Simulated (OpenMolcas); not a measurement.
# N+: the spin-orbit constant, Slater's ratio, worked from levels

| Quantity | Value |
| --- | --- |
| Program | OpenMolcas 26.06 |
| Basis | ANO-RCC-VQZP [5s4p3d2f1g] |
| Scalar Hamiltonian | DKH2, point nucleus |
| Active space | 4 electrons in 4 orbitals (2s 2p) |
| State averaging | 2S+1 = 3 even, 6 roots; 2S+1 = 1 even, 6 roots; 2S+1 = 5 odd, 1 root; 2S+1 = 3 odd, 9 roots; 2S+1 = 1 odd, 8 roots |
| Spin-orbit coupling | state interaction with AMFI integrals over the reference wave functions, term energies averaged over their components |

Methods: CASSCF; MS-CASPT2, IPEA 0.25 Eh, imaginary shift 0.1 Eh (closed shells correlated: 1s). Measured levels: NIST Handbook of Basic Atomic Spectroscopic Data.

**The spin-orbit constant.** For the Hund term 3P of p2, E(J) = (A/2) J(J+1) + constant and ζ = 2S·A = 2A. From J = 0 to J = 2 the energy changes by 3 A.

```
   Source  E(2) - E(0)     A   ζ
   CASSCF        132.8  44.3  89
MS-CASPT2        133.5  44.5  89
 measured        130.8  43.6  87
```

All in cm-1. MS-CASPT2 is off by +2.1 % and CASSCF by +1.5 %. Both methods take the spin-orbit matrix elements from the reference wave functions, so the second can move ζ only through the term energies and any multistate remixing. Second-order mixing with other terms is absorbed into this ζ.

**Slater's ratio.** With one set of orbitals, p2 has 1D - 3P = 6 F2 and 1S - 1D = 9 F2 (F2 = F²/25), a ratio of 3/2. Term energies are centres of gravity, weighted by 2J + 1.

| Source | 1D - 3P | 1S - 3P | F2 from the first | Ratio |
| --- | --- | --- | --- | --- |
| CASSCF | 17410 | 30582 | 2902 | 0.757 |
| MS-CASPT2 | 14920 | 31371 | 2487 | 1.103 |
| measured | 15227 | 32600 | 2538 | 1.141 |

Energies in cm-1. A ratio away from 3/2 shows effects beyond one configuration with one set of orbitals, and in heavier atoms second-order spin-orbit shifts. In CASSCF the valence s occupation is 1.86 in 1S against 1.96 in 1D: mixing out of s² acts most on 1S and pulls it down.

CASPT2 breaks the degeneracy within a term, and the mean is taken; among the terms shown or strongly mixed into the levels shown the widest spread is 40 cm-1 (2s2 2p2 1D, MS-CASPT2). Without dynamic correlation excited terms often stand tens of per cent too high (terms of higher spin than the ground term too low), and those without a measured partner can miss by more than the paired ones (holds for CASSCF). Measured partners are found by configuration, term and J. A level has none where our copy of the source lacks it or the pairing is in doubt (some pairs that miss far off the trend of their configuration count as doubtful), and it then counts in no deviation. Levels of configurations outside the active space are missing.
